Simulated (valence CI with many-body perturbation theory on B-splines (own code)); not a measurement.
Energy levels of Er54+

Method: valence CI with perturbative core correlation (CI+MBPT): four valence electrons over a frozen Dirac-Fock core [Ne], radial functions for each j: 11 s, 11 p, 10 d, 8 f, 5 g, 2 h, with the one-electron correlation potential Σ1, the two-electron term Σ2, the three-electron term Σ3, Breit, model QED; selected CI, second order for the rest, scaled by the run's own slope (own B-spline code, finite nucleus).

The last digits are not significant, and no measured levels were compared; by estimate large intervals hold to a few tenths of a per cent, small ones and those within an open d or f shell to about a per cent. Among the levels kept, up to 570 cm⁻¹ of a level comes from second order outside the variational space, and about a tenth of that is noise between levels of different J, which matters for small intervals.

Levels 1 to 45 of 177, with energies above the lowest level, (3s^2 3p1/2^2) J=0. "Leading %" is the weight of the configuration and term that name the level; weights of strongly mixed levels are sums over their largest components and can fall short. In the jj column 3d3/2^4 stands for four electrons in 3d with j = 3/2. Lifetimes count E1, E2, E3, M1 and M2 decay at the calculated energies, and are blank where another channel may lead or the interval is too uncertain; long ones can be off by a factor of two.

| No. | Configuration | Term | J | E (× 10³ cm⁻¹) | Leading % | Leading jj | Second component | Lifetime |
| --- | --- | --- | --- | --- | --- | --- | --- | --- |
| 1 | 3s2.3p2 | 3P | 0 | 0.00 | 69 | 3s^2 3p1/2^2 (99 %) | 30 % 3s2.3p2 1S |  |
| 2 | 3s2.3p2 | 3P | 1 | 1855.2 | 99 | 3s^2 3p1/2 3p3/2 (99 %) |  | 12.7 ns |
| 3 | 3s2.3p2 | 1D | 2 | 1923.7 | 64 | 3s^2 3p1/2 3p3/2 (99 %) | 36 % 3s2.3p2 3P | 1.09 μs |
| 4 | 3s.3p3 | 3P° | 2 | 3041.1 | 45 | 3s 3p1/2^2 3p3/2 (96 %) | 29 % 3s.3p3 5S° | 49.2 ps |
| 5 | 3s.3p3 | 3D° | 1 | 3247.5 | 30 | 3s 3p1/2^2 3p3/2 (83 %) | 23 % 3s.3p3 1P° | 2.28 ps |
| 6 | 3s2.3p.3d | 3F° | 2 | 3451.1 | 74 | 3s^2 3p1/2 3d3/2 (99 %) | 20 % 3s2.3p.3d 1D° | 135 ps |
| 7 | 3s2.3p.3d | 3D° | 1 | 3758.6 | 45 | 3s^2 3p1/2 3d3/2 (84 %) | 24 % 3s2.3p.3d 1P° | 412 fs |
| 8 | 3s2.3p2 | 3P | 2 | 3829.7 | 63 | 3s^2 3p3/2^2 (98 %) | 35 % 3s2.3p2 1D | 5.06 ns |
| 9 | 3s2.3p2 | 1S | 0 | 3978.2 | 68 | 3s^2 3p3/2^2 (98 %) | 30 % 3s2.3p2 3P | 4.45 ns |
| 10 | 3s2.3p.3d | 3P° | 2 | 4026.3 | 44 | 3s^2 3p1/2 3d5/2 (95 %) | 33 % 3s2.3p.3d 3D° | 4.58 ps |
| 11 | 3s2.3p.3d | 3F° | 3 | 4033.1 | 52 | 3s^2 3p1/2 3d5/2 (97 %) | 24 % 3s2.3p.3d 1F° | 7.37 ps |
| 12 | 3s.3p2.3d | 3D | 1 | 4665.7 | 42 | 3s 3p1/2^2 3d3/2 (98 %) | 42 % 3s.3p2.3d 5F | 23.1 ps |
| 13 | 3s.3p2.3d | 3D | 2 | 4717.1 | 29 | 3s 3p1/2^2 3d3/2 (96 %) | 20 % 3s.3p2.3d 5F | 23.7 ps |
| 14 | 3s.3p3 | 3D° | 2 | 4849.7 | 50 | 3s 3p1/2 3p3/2^2 (94 %) | 43 % 3s.3p3 5S° | 3.10 ps |
| 15 | 3s.3p3 | 3D° | 3 | 4976.2 | 93 | 3s 3p1/2 3p3/2^2 (93 %) | 4 % 3s2.3p.3d 3F° | 4.89 ps |
| 16 | 3s.3p3 | 3P° | 0 | 5063.4 | 87 | 3s 3p1/2 3p3/2^2 (87 %) | 12 % 3s2.3p.3d 3P° | 2.78 ps |
| 17 | 3s.3p3 | 3P° | 1 | 5165.8 | 36 | 3s 3p1/2 3p3/2^2 (83 %) | 21 % 3s.3p3 3D° | 1.61 ps |
| 18 | 3s.3p3 | 1D° | 2 | 5172.7 | 56 | 3s 3p1/2 3p3/2^2 (73 %) | 11 % 3s2.3p.3d 3D° | 1.26 ps |
| 19 | 3s.3p2.3d | 3D | 3 | 5206.7 | 32 | 3s 3p1/2^2 3d5/2 (97 %) | 21 % 3s.3p2.3d 5D | 6.01 ps |
| 20 | 3s.3p3 | 3S° | 1 | 5250.9 | 33 | 3s 3p1/2 3p3/2^2 (96 %) | 24 % 3s.3p3 3P° | 580 fs |
| 21 | 3s.3p2.3d | 3F | 2 | 5307.9 | 28 | 3s 3p1/2^2 3d5/2 (94 %) | 21 % 3s.3p2.3d 1D | 5.38 ps |
| 22 | 3s2.3p.3d | 3F° | 3 | 5577.8 | 42 | 3s^2 3p3/2 3d3/2 (93 %) | 36 % 3s2.3p.3d 1F° | 802 fs |
| 23 | 3s2.3p.3d | 3D° | 2 | 5596.7 | 41 | 3s^2 3p3/2 3d3/2 (73 %) | 18 % 3s.3p3 1D° | 398 fs |
| 24 | 3s2.3p.3d | 3P° | 1 | 5603.6 | 48 | 3s^2 3p3/2 3d3/2 (84 %) | 32 % 3s2.3p.3d 3D° | 500 fs |
| 25 | 3s2.3p.3d | 3P° | 0 | 5613.1 | 87 | 3s^2 3p3/2 3d3/2 (87 %) | 12 % 3s.3p3 3P° | 583 fs |
| 26 | 3s2.3p.3d | 3F° | 4 | 5841.2 | 99 | 3s^2 3p3/2 3d5/2 (99 %) |  | 10.4 ns |
| 27 | 3s2.3p.3d | 3P° | 2 | 5903.7 | 44 | 3s^2 3p3/2 3d5/2 (94 %) | 39 % 3s2.3p.3d 1D° | 8.76 ps |
| 28 | 3s2.3p.3d | 3D° | 3 | 6086.5 | 57 | 3s^2 3p3/2 3d5/2 (94 %) | 39 % 3s2.3p.3d 1F° | 2.11 ps |
| 29 | 3s2.3p.3d | 1P° | 1 | 6155.3 | 63 | 3s^2 3p3/2 3d5/2 (95 %) | 23 % 3s2.3p.3d 3P° | 3.04 ps |
| 30 | 3p4 | 3P | 2 | 6308.0 | 26 | 3s 3p1/2 3p3/2 3d3/2 (57 %) | 18 % 3s.3p2.3d 5F | 3.45 ps |
| 31 | 3s.3p2.3d | 5D | 0 | 6368.0 | 72 | 3s 3p1/2 3p3/2 3d3/2 (90 %) | 14 % 3s.3p2.3d 3P | 17.4 ps |
| 32 | 3s.3p2.3d | 5D | 1 | 6389.2 | 52 | 3s 3p1/2 3p3/2 3d3/2 (99 %) | 22 % 3s.3p2.3d 5F | 24.3 ps |
| 33 | 3s.3p2.3d | 5F | 3 | 6426.8 | 45 | 3s 3p1/2 3p3/2 3d3/2 (96 %) | 35 % 3s.3p2.3d 3F | 22.6 ps |
| 34 | 3s.3p2.3d | 5F | 2 | 6443.3 | 26 | 3s 3p1/2 3p3/2 3d3/2 (55 %) | 24 % 3p4 3P | 1.68 ps |
| 35 | 3p4 | 1S | 0 | 6515.8 | 43 | 3p1/2^2 3p3/2^2 (68 %) | 25 % 3p4 3P | 1.30 ps |
| 36 | 3s.3p2.3d | 3F | 4 | 6546.4 | 29 | 3s 3p1/2 3p3/2 3d3/2 (92 %) | 29 % 3s.3p2.3d 3G | 55.3 ps |
| 37 | 3s.3p2.3d | 3F | 2 | 6649.2 | 61 | 3s 3p1/2 3p3/2 3d3/2 (85 %) | 8 % 3s.3p2.3d 3P | 1.40 ps |
| 38 | 3s.3p2.3d | 3D | 3 | 6691.0 | 30 | 3s 3p1/2 3p3/2 3d3/2 (87 %) | 22 % 3s.3p2.3d 5P | 827 fs |
| 39 | 3s.3p2.3d | 5P | 1 | 6727.0 | 33 | 3s 3p1/2 3p3/2 3d3/2 (96 %) | 25 % 3s.3p2.3d 3P | 725 fs |
| 40 | 3s.3p2.3d | 5P | 2 | 6733.6 | 25 | 3s 3p1/2 3p3/2 3d3/2 (85 %) | 24 % 3s.3p2.3d 3D | 578 fs |
| 41 | 3s.3p2.3d | 3G | 3 | 6765.7 | 48 | 3s 3p1/2 3p3/2 3d3/2 (97 %) | 22 % 3s.3p2.3d 1F | 845 fs |
| 42 | 3s.3p2.3d | 3D | 1 | 6778.5 | 41 | 3s 3p1/2 3p3/2 3d3/2 (93 %) | 21 % 3s.3p2.3d 1P | 650 fs |
| 43 | 3s.3p2.3d | 5D | 4 | 6806.7 | 47 | 3s 3p1/2 3p3/2 3d5/2 (99 %) | 35 % 3s.3p2.3d 5F | 210 ps |
| 44 | 3s.3p2.3d | 3D | 1 | 6935.1 | 54 | 3s 3p1/2 3p3/2 3d3/2 (81 %) | 12 % 3s.3p2.3d 3P | 448 fs |
| 45 | 3s.3p2.3d | 3P | 2 | 6960.3 | 31 | 3s 3p1/2 3p3/2 3d5/2 (87 %) | 19 % 3s.3p2.3d 5D | 2.47 ps |

The ionisation energy to 3s2.3p 2P°_1/2 of the next ion comes out as 5331.3 eV (NIST: 5329 ± 5 eV (theoretical)). All 177 levels together are meant to be complete up to 10560 × 10³ cm⁻¹.
